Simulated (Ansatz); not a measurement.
CH4BNO2, SMILES `NB(O)C=O` at its PBE0-D4/def2-TZVP geometry, where that method's forces vanish. Charge 0, multiplicity 1.

| atom | x (Å) | y (Å) | z (Å) |
| --- | --- | --- | --- |
| N1 | 0.230 | -0.795 | 0.955 |
| B2 | 0.222 | -0.044 | -0.219 |
| O3 | 1.112 | -0.121 | -1.253 |
| C4 | -0.962 | 1.028 | -0.373 |
| O5 | -1.804 | 1.180 | 0.484 |
| H6 | 0.895 | -1.504 | 1.210 |
| H7 | -0.494 | -0.629 | 1.635 |
| H8 | 1.813 | -0.767 | -1.143 |
| H9 | -1.012 | 1.651 | -1.296 |

**Question.** For each bond, give half the difference of the two atoms' forces along it (eV/Å; positive pushes the atoms apart) under PBE-D4, r2SCAN-D4, B3LYP-D4, ωB97M-V in def2-TZVPP. (Estimate.)

**Answer.** Ansatz gave: 
```csv
bond,length (Å),PBE-D4,r2SCAN-D4,B3LYP-D4,ωB97M-V
N1–B2,1.394,0.06,0.08,0.06,0.05
N1–H6,1.004,0.16,-0.01,-0.02,-0.05
N1–H7,1.008,0.19,-0.02,-0.02,-0.06
B2–O3,1.366,0.24,0.11,0.11,0.15
B2–C4,1.605,-0.45,-0.22,-0.12,-0.04
O3–H8,0.959,0.37,0.01,-0.01,-0.09
C4–O5,1.211,1.02,0.44,0.31,0.18
C4–H9,1.115,0.04,0.00,-0.12,-0.17
```

B3LYP here is the variant with VWN-RPA as its local correlation; programs differ in this.
